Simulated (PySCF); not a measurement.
C3H9NSi2, SMILES CC1=NC[SiH2][SiH2]1. Geometry optimised at PBE0-D3(BJ)/def2-SVP. The structure was generated by enumeration, and PubChem lists no compound with its InChIKey, so it may never have been made. Other conformers were not sampled.

Computed equilibrium geometry at PBE0-D3(BJ)/def2-SVP (PySCF confirms it by a frequency run) as bond lengths and angles (one conformer of several):
Atoms: C1 C2 N3 C4 Si5 Si6 H7 H8 H9 H10 H11 H12 H13 H14 H15. Bond lengths (Å): C1–C2 1.499, C1–H7 1.102, C1–H8 1.099, C1–H9 1.103, C2–N3 1.274, C2–Si6 1.933, N3–C4 1.447, C4–Si5 1.936, C4–H10 1.104, C4–H11 1.104, Si5–Si6 2.318, Si5–H12 1.494, Si5–H13 1.494, Si6–H14 1.496, Si6–H15 1.496. Bond angles (°): C2–C1–H7 110.6, C2–C1–H8 110.1, C2–C1–H9 110.6, H7–C1–H8 109.4, H7–C1–H9 106.6, H8–C1–H9 109.4, C1–C2–N3 119.3, C1–C2–Si6 120.3, N3–C2–Si6 120.4, C2–N3–C4 122.2, N3–C4–Si5 115.4, N3–C4–H10 108.0, N3–C4–H11 108.0, Si5–C4–H10 110.2, Si5–C4–H11 110.2, H10–C4–H11 104.5, C4–Si5–Si6 91.4, C4–Si5–H12 112.3, C4–Si5–H13 112.3, Si6–Si5–H12 115.4, Si6–Si5–H13 115.4, H12–Si5–H13 109.1, C2–Si6–Si5 90.5, C2–Si6–H14 110.9, C2–Si6–H15 110.9, Si5–Si6–H14 117.4, Si5–Si6–H15 117.3, H14–Si6–H15 108.5.
